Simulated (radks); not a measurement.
Results of a calculation; reference values are marked as such.
The potassium ion K+, 18 electrons, occupied as [He] 2s2 2p5.75 3s2 3p6 4p0.25 (fractional occupations, a model configuration).

Code: a radial shooting solver on a logarithmic mesh with Libxc functionals. Model: scalar-relativistic Kohn-Sham, PBEsol, spin-polarised, spherical densities, point nucleus; open shells are filled with parallel spins first.

Energy parts (eV):
| part | energy |
|---|---|
| total | -16286.050 |
| kinetic | 16382.006 |
| electron-nucleus | -38583.677 |
| Hartree | 6787.573 |
| exchange-correlation | -871.953 |

Orbitals (lengths in bohr, moments of r in powers of bohr; r(max) is where P^2 peaks):
orbital  occ.  eigenvalue (eV)      <r^4>      <r>   r(max)
1s up       1        -3537.447  0.0002020  0.08112  0.05307
1s down     1        -3536.818  0.0002018  0.08111  0.05307
2s up       1        -368.5181    0.05556   0.3862   0.3175
2s down     1        -367.4675    0.05576   0.3865   0.3177
2p up       3        -296.3337    0.04719   0.3483   0.2615
2p down  2.75        -295.1266    0.04746   0.3486   0.2617
3s up       1         -44.3315      5.304    1.246    1.063
3s down     1         -44.2268      5.315    1.247    1.064
3p up       3         -27.5492      9.297    1.387    1.132
3p down     3         -27.4463      9.283    1.388    1.134
4p up    0.25          -4.8361       1464    5.184    4.543

The highest occupied level is 4p up at -4.836 eV. The density falls to 0.001 e/bohr^3 at r = 3.35 bohr. Summed over all electrons, <r^2> = 26.13 bohr^2, which gives a Langevin (diamagnetic) susceptibility term of -20.7 x 10^-6 cm^3/mol.
